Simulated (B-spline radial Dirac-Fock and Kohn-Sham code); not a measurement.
**Satellites and hypersatellites of the K lines of Ba⁴⁺**

System: barium as Ba⁴⁺, configuration [Kr] 4d10 5s2 5p4.

Input of the calculation (task.json; shells as n, l, electrons):

```json
{"items": [{
  "Z": 56,
  "q": 4,
  "cfg": [[1, 0, 2], [2, 0, 2], [2, 1, 6], [3, 0, 2], [3, 1, 6], [3, 2, 10], [4, 0, 2], [4, 1, 6], [4, 2, 10], [5, 0, 2], [5, 1, 4]],
  "A": 138,
  "rrms": 4.8378,
  "do": ["binding", "quiet", "double"]
}]}
```

Run with: `python xray_run.py task.json out`

Level of theory: relaxed Dirac-Fock hole states (ΔSCF) with Breit and QED corrections and a finite nucleus; a radial atomic solver. Each two-hole energy is an average over J within one jj subconfiguration, not an observable level; in light atoms, where LS coupling holds, the j-resolved values are not observed lines, and for a K spectator the Kα1 hypersatellite is nearly forbidden. The model has no electron correlation.

Lines without a spectator: Kα2 (K-L2) 31814.2 eV, Kα1 (K-L3) 32191.2 eV, Kβ3 (K-M2) 36299.0 eV, Kβ1 (K-M3) 36373.4 eV. Shifts in eV with one spectator hole (a dash: not computed, or left out as unreliable):

```tsv
spectator hole	Kα2	Kα1	Kβ3	Kβ1
K (1s)	+665.5	+692.7	+852.7	+858.7
L2 (2p1/2)	+76.1	+97.4	–	+201.5
L3 (2p3/2)	+70.2	+71.7	+172.2	–
M2 (3p1/2)	–	+12.21	+26.80	+32.3
M3 (3p3/2)	+8.33	–	+26.30	+25.84
M4 (3d3/2)	+1.81	-1.23	–	–
M5 (3d5/2)	-1.94	+0.45	–	–
```

Run: 45 s of CPU time on 1 thread of Neoverse-V1 (shared host), peak memory 0.46 GiB.
